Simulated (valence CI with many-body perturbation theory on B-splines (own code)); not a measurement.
# E1 transitions of Pm XLVIII

Method: configuration interaction combined with many-body perturbation theory (CI+MBPT): four valence electrons over a frozen Dirac-Fock core [Ne], radial functions for each j: 11 s, 11 p, 9 d, 7 f, 5 g, 2 h, 1 i, with the one-electron correlation potential Σ1 (screened to all orders), the two-electron term Σ2, the three-electron term Σ3, Breit, model QED; selected single and double excitations, second order for the rest (own B-spline code, finite nucleus).

No measured spectrum was set against this ion. As an estimate, large intervals hold to a few tenths of a per cent, small ones and those within an open d or f shell to about a per cent.

Lines 101 to 150 of 239 in falling wavelength, among levels below 672.82 eV, chosen from the strongest by gf and those to the six lowest levels. Wavelengths and rates use the calculated energies. Electric multipoles are in the length gauge, E1 and E2 with the static RPA response of the core. Weak lines are less certain than strong ones. Lines between different terms over intervals too small for the method are left out, as are lines whose strength nearly cancels. The highest levels of a list are the least certain.

Levels are named by their leading jj configuration (3d3/2^4 stands for four electrons in 3d with j = 3/2), which in mixed levels can hold well under half, so a name can repeat and another be missing. Letters in brackets count levels of one name in rising energy.

```
λ vac (nm)                           Upper                       Lower   A (s⁻¹)  log gf  Branch %
     5.612  (3s 3p1/2 3p3/2 3d5/2) J=1 [b]  (3s 3p1/2 3p3/2^2) J=1 [a]  1.50e+11   -0.67      41.2
     5.608  (3s 3p1/2 3p3/2 3d5/2) J=2 [c]  (3s 3p1/2 3p3/2^2) J=2 [b]  5.86e+10   -0.86      12.7
     5.595  (3s 3p1/2 3p3/2 3d5/2) J=1 [a]      (3s 3p1/2 3p3/2^2) J=0  9.87e+10   -0.86      36.3
     5.556  (3s 3p1/2 3p3/2 3d5/2) J=2 [c]  (3s 3p1/2 3p3/2^2) J=1 [a]  1.43e+11   -0.48      30.9
     5.503      (3s 3p1/2 3p3/2 3d5/2) J=0  (3s 3p1/2 3p3/2^2) J=1 [a]  1.03e+11   -1.33      17.5
     5.454  (3s 3p1/2 3p3/2 3d5/2) J=2 [d]  (3s 3p1/2 3p3/2^2) J=2 [b]  1.67e+10   -1.43       1.9
     5.448  (3s 3p1/2 3p3/2 3d5/2) J=3 [b]  (3s 3p1/2 3p3/2^2) J=2 [a]  1.10e+11   -0.47      32.6
     5.430          (3s 3p1/2^2 3d5/2) J=2      (3s 3p1/2^2 3p3/2) J=2  2.80e+10   -1.21      25.5
     5.430  (3s 3p1/2 3p3/2 3d5/2) J=4 [c]      (3s 3p1/2 3p3/2^2) J=3  1.24e+11   -0.31      35.7
     5.405  (3s 3p1/2 3p3/2 3d5/2) J=2 [d]  (3s 3p1/2 3p3/2^2) J=1 [a]  2.94e+10   -1.19       3.3
     5.392          (3s^2 3p3/2 3d5/2) J=3          (3s^2 3p3/2^2) J=2  3.36e+11    0.01      97.6
     5.364  (3s 3p1/2 3p3/2 3d5/2) J=1 [b]      (3s 3p1/2 3p3/2^2) J=0  2.23e+10   -1.54       6.1
     5.278  (3s 3p1/2 3p3/2 3d3/2) J=3 [b]      (3s^2 3p1/2 3d5/2) J=2  1.56e+10   -1.34       2.8
     5.247          (3s^2 3p3/2 3d5/2) J=1          (3s^2 3p3/2^2) J=2  6.53e+10   -1.09      28.2
     5.201  (3s 3p1/2 3p3/2 3d5/2) J=3 [c]  (3s 3p1/2 3p3/2^2) J=2 [a]  1.66e+11   -0.33      35.4
     5.133  (3s 3p1/2 3p3/2 3d5/2) J=3 [d]      (3s 3p1/2 3p3/2^2) J=3  5.97e+10   -0.78      10.3
     4.986  (3s 3p1/2 3p3/2 3d5/2) J=2 [d]      (3s 3p1/2 3p3/2^2) J=3  5.14e+10   -1.02       5.7
     4.950      (3s 3p1/2 3p3/2^2) J=2 [a]      (3s^2 3p1/2 3p3/2) J=2  8.85e+09   -1.79       4.1
     4.935  (3s 3p1/2 3p3/2 3d5/2) J=2 [a]      (3s^2 3p1/2 3d5/2) J=2  9.58e+10   -0.76      47.1
     4.927  (3s 3p1/2 3p3/2 3d5/2) J=1 [b]  (3s 3p1/2 3p3/2^2) J=2 [a]  4.08e+10   -1.35      11.2
     4.902  (3s 3p1/2 3p3/2 3d5/2) J=3 [d]  (3s 3p1/2 3p3/2^2) J=2 [a]  1.62e+10   -1.39       2.8
     4.884  (3s 3p1/2 3p3/2 3d5/2) J=2 [c]  (3s 3p1/2 3p3/2^2) J=2 [a]  1.52e+10   -1.57       3.3
     4.806      (3s 3p1/2 3p3/2^2) J=2 [a]      (3s^2 3p1/2 3p3/2) J=1  2.09e+11   -0.44      95.6
     4.806  (3s 3p1/2 3p3/2 3d3/2) J=1 [d]      (3s^2 3p1/2 3d5/2) J=2  2.41e+10   -1.60       4.0
     4.801  (3s 3p1/2 3p3/2 3d5/2) J=3 [a]      (3s^2 3p1/2 3d5/2) J=3  3.01e+10   -1.14      15.0
     4.769  (3s 3p1/2 3p3/2 3d5/2) J=3 [a]      (3s^2 3p1/2 3d5/2) J=2  8.96e+09   -1.67       4.4
     4.767  (3s 3p1/2 3p3/2 3d5/2) J=2 [d]  (3s 3p1/2 3p3/2^2) J=2 [a]  3.16e+10   -1.27       3.5
     4.734          (3s 3p1/2 3p3/2^2) J=3      (3s^2 3p1/2 3p3/2) J=2  1.05e+11   -0.61      93.2
     4.680  (3s 3p1/2 3p3/2 3d3/2) J=2 [a]      (3s 3p1/2^2 3p3/2) J=1  1.15e+11   -0.72      62.5
     4.670  (3s 3p1/2 3p3/2 3d3/2) J=2 [e]      (3s^2 3p1/2 3d5/2) J=3  2.00e+10   -1.49       2.2
     4.640  (3s 3p1/2 3p3/2 3d5/2) J=3 [b]      (3s^2 3p1/2 3d5/2) J=3  7.17e+10   -0.79      21.2
     4.640  (3s 3p1/2 3p3/2 3d3/2) J=2 [e]      (3s^2 3p1/2 3d5/2) J=2  1.66e+10   -1.57       1.8
     4.621  (3s 3p1/2 3p3/2 3d5/2) J=4 [b]      (3s^2 3p1/2 3d5/2) J=3  3.26e+10   -1.03      27.5
     4.611  (3s 3p1/2 3p3/2 3d5/2) J=3 [b]      (3s^2 3p1/2 3d5/2) J=2  2.70e+10   -1.22       8.0
     4.590  (3s 3p1/2 3p3/2 3d3/2) J=1 [d]      (3s^2 3p1/2 3d3/2) J=1  5.28e+10   -1.30       8.8
     4.583  (3s 3p1/2 3p3/2 3d5/2) J=2 [b]      (3s^2 3p1/2 3d5/2) J=3  7.78e+10   -0.91      13.9
     4.560  (3s 3p1/2 3p3/2 3d3/2) J=0 [a]      (3s 3p1/2^2 3p3/2) J=1  3.67e+10   -1.94      88.4
     4.554  (3s 3p1/2 3p3/2 3d5/2) J=2 [b]      (3s^2 3p1/2 3d5/2) J=2  1.82e+10   -1.55       3.3
     4.518  (3s 3p1/2 3p3/2 3d3/2) J=1 [a]      (3s 3p1/2^2 3p3/2) J=1  5.86e+06   -5.27       0.0
     4.495  (3s 3p1/2 3p3/2 3d3/2) J=2 [c]      (3s^2 3p1/2 3d3/2) J=2  2.04e+11   -0.51      61.5
     4.460  (3s 3p1/2 3p3/2 3d5/2) J=3 [c]      (3s^2 3p1/2 3d5/2) J=3  9.36e+09   -1.71       2.0
     4.452          (3s 3p1/2 3p3/2^2) J=0      (3s^2 3p1/2 3p3/2) J=1  1.69e+11   -1.30     100.0
     4.446  (3s 3p1/2 3p3/2 3d3/2) J=2 [b]      (3s 3p1/2^2 3p3/2) J=1  1.08e+11   -0.80      39.6
     4.445  (3s 3p1/2 3p3/2 3d3/2) J=0 [b]      (3s^2 3p1/2 3d3/2) J=1  2.63e+11   -1.11      33.0
     4.438  (3s 3p1/2 3p3/2 3d5/2) J=4 [c]      (3s^2 3p1/2 3d5/2) J=3  2.08e+11   -0.26      59.5
     4.438  (3s 3p1/2 3p3/2 3d3/2) J=2 [e]      (3s^2 3p1/2 3d3/2) J=1  3.47e+11   -0.29      37.8
     4.432  (3s 3p1/2 3p3/2 3d5/2) J=3 [c]      (3s^2 3p1/2 3d5/2) J=2  2.49e+11   -0.29      53.1
     4.422                (3s 3p3/2^3) J=2          (3s^2 3p3/2^2) J=2  6.16e+11   -0.04      99.3
     4.409      (3s 3p1/2 3p3/2^2) J=1 [a]      (3s^2 3p1/2 3p3/2) J=2  9.30e+09   -2.09       3.2
     4.402          (3s 3p1/2^2 3p3/2) J=1          (3s^2 3p1/2^2) J=0  1.84e+11   -0.80      85.8
```
